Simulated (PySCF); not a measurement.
## LiBe⁺: input and log

State: ¹Σ⁺ (singlet), closed shell.

An equivalent input (the run itself took its basis sets from the Basis Set Exchange, started from a PBE0 density and held the occupation σ 3α 3β):

```python
from pyscf import gto, scf, cc
mol = gto.M(atom='Li 0 0 0; Be 0 0 2.6', basis={'Li': 'aug-pcseg-1', 'Be': 'aug-pcseg-1'},
            charge=1, spin=0, verbose=4, symmetry='C2v')
mf = scf.RHF(mol)
mf.irrep_nelec = {'A1': 6}
mf.conv_tol = 1e-9
mf.max_cycle = 60
mf.diis_space = 10
mf.kernel()
mycc = cc.CCSD(mf, frozen=[])
mycc.run(conv_tol=1e-7, conv_tol_normt=1e-5, max_cycle=80, diis_space=8)
et = mycc.ccsd_t()
```

The SCF ended at -21.81799994 hartree. The coupled-cluster part of the log:

```
******** <class 'pyscf.cc.ccsd.CCSD'> ********
CC2 = 0
CCSD nocc = 3, nmo = 26
frozen orbitals []
max_cycle = 80
direct = 0
conv_tol = 1e-07
conv_tol_normt = 1e-05
diis_space = 8
diis_start_cycle = 0
diis_start_energy_diff = 1e+09
Init t2, MP2 energy = -21.8398881327007  E_corr(MP2) -0.0218881904416899
Init E_corr(CCSD) = -0.0218881904422369
cycle = 1  E_corr(CCSD) = -0.0299759067507091  dE = -0.00808771631  norm(t1,t2) = 0.0568176
cycle = 2  E_corr(CCSD) = -0.0336902136848993  dE = -0.00371430693  norm(t1,t2) = 0.0307819
cycle = 3  E_corr(CCSD) = -0.0378118138426583  dE = -0.00412160016  norm(t1,t2) = 0.0175502
cycle = 4  E_corr(CCSD) = -0.0377959234473748  dE = 1.58903953e-05  norm(t1,t2) = 0.00268746
cycle = 5  E_corr(CCSD) = -0.0378591875689635  dE = -6.32641216e-05  norm(t1,t2) = 0.000753901
cycle = 6  E_corr(CCSD) = -0.0378447318717262  dE = 1.44556972e-05  norm(t1,t2) = 0.000259755
cycle = 7  E_corr(CCSD) = -0.0378387303946809  dE = 6.00147705e-06  norm(t1,t2) = 8.03547e-05
cycle = 8  E_corr(CCSD) = -0.0378430800581309  dE = -4.34966345e-06  norm(t1,t2) = 2.5204e-05
cycle = 9  E_corr(CCSD) = -0.0378425409916467  dE = 5.39066484e-07  norm(t1,t2) = 5.67343e-06
cycle = 10  E_corr(CCSD) = -0.0378424607271612  dE = 8.02644854e-08  norm(t1,t2) = 1.06902e-06
CCSD converged
E(CCSD) = -21.85584240298614  E_corr = -0.03784246072716124
CCSD(T) correction = -5.53020391010898e-05
```

T1 diagnostic 0.020, D1 0.049, 6 electrons correlated.

Repeating this along the bond gives Re = 2.679 Å and ωe = 276 cm⁻¹.

A point of this curve took 0.12 CPU seconds beside 0.0099 for the integrals (shared host).

Correlated steps freeze no core orbitals. The CCSD T1 diagnostic is raised, a sign that a single reference may not be enough here.
